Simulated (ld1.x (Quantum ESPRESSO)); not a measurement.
**Reading a pseudo-wave (rhodium)**

Columns: radius, all-electron u(r) and pseudo u(r) of the 4p shell (level -51.00 eV) of rhodium in the configuration [Ar] 3d10 4s2 4p6 4d8 5s0.75 5p0.25; LDA (PZ), scalar-relativistic, RRKJ scheme, ld1.x (Quantum ESPRESSO) 7.5.

```json
{"r (bohr)": "0.088", "all-electron": "0.3579", "pseudo": "0.0246"}
{"r (bohr)": "0.175", "all-electron": "-0.2019", "pseudo": "0.0947"}
{"r (bohr)": "0.262", "all-electron": "-0.5736", "pseudo": "0.2033"}
{"r (bohr)": "0.350", "all-electron": "-0.4941", "pseudo": "0.3410"}
{"r (bohr)": "0.438", "all-electron": "-0.1566", "pseudo": "0.4934"}
{"r (bohr)": "0.525", "all-electron": "0.2371", "pseudo": "0.6443"}
{"r (bohr)": "0.612", "all-electron": "0.5826", "pseudo": "0.7825"}
{"r (bohr)": "0.700", "all-electron": "0.8408", "pseudo": "0.8985"}
{"r (bohr)": "0.788", "all-electron": "1.0021", "pseudo": "0.9828"}
{"r (bohr)": "0.875", "all-electron": "1.0798", "pseudo": "1.0316"}
{"r (bohr)": "0.962", "all-electron": "1.0946", "pseudo": "1.0456"}
{"r (bohr)": "1.050", "all-electron": "1.0644", "pseudo": "1.0278"}
{"r (bohr)": "1.138", "all-electron": "1.0047", "pseudo": "0.9832"}
{"r (bohr)": "1.225", "all-electron": "0.9288", "pseudo": "0.9194"}
{"r (bohr)": "1.312", "all-electron": "0.8451", "pseudo": "0.8431"}
{"r (bohr)": "1.400", "all-electron": "0.7585", "pseudo": "0.7598"}
{"r (bohr)": "1.487", "all-electron": "0.6752", "pseudo": "0.6768"}
{"r (bohr)": "1.575", "all-electron": "0.5955", "pseudo": "0.5964"}
{"r (bohr)": "1.662", "all-electron": "0.5228", "pseudo": "0.5230"}
{"r (bohr)": "1.750", "all-electron": "0.4560", "pseudo": "0.4560"}
{"r (bohr)": "1.838", "all-electron": "0.3961", "pseudo": "0.3961"}
{"r (bohr)": "1.925", "all-electron": "0.3434", "pseudo": "0.3434"}
{"r (bohr)": "2.012", "all-electron": "0.2969", "pseudo": "0.2969"}
{"r (bohr)": "2.100", "all-electron": "0.2556", "pseudo": "0.2556"}
{"r (bohr)": "2.188", "all-electron": "0.2197", "pseudo": "0.2197"}
{"r (bohr)": "2.275", "all-electron": "0.1888", "pseudo": "0.1888"}
```

(1) How many radial nodes do the two functions have?

(2) At about which radius was the pseudo-wave matched?

(3) Is the pseudo-wave norm-conserving?

Results:

(1) The all-electron 4p function has n − l − 1 = 2; the pseudo-wave has 0, since the states of the same l below it are removed with the core.

(2) 1.75 bohr. The columns agree to 0.0005 from 1.66 bohr on; several derivatives are matched, so the curves merge somewhat inside the radius.

(3) Yes: the RRKJ scheme keeps the norm inside the radius equal to the all-electron one, which fixes the energy derivative of the logarithmic derivative at the level.
